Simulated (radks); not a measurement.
C+, configuration [He] 2s2 2p1. Calculated with a radial shooting solver on a logarithmic mesh with Libxc functionals: scalar-relativistic Kohn-Sham, PBE, spin-polarised, spherical densities, point nucleus; open shells are filled with parallel spins first.

Unscreened Slater integrals over Kohn-Sham orbitals (hartree). They are taken over the spin-up orbitals.

integral      value
F0(2p,2p)   0.61742
F2(2p,2p)   0.28442
F0(2p,2s)   0.61879
G1(2p,2s)   0.38233
F0(2p,1s)   0.87318
G1(2p,1s)  0.090753
F0(2s,2s)   0.62408
F0(2s,1s)   0.87926
G0(2s,1s)  0.065886
F0(1s,1s)    3.4863

Derived for the open shells (J is the average intra-shell exchange parameter used in DFT+U). 2p: J = F2/5 = 0.05688 hartree.
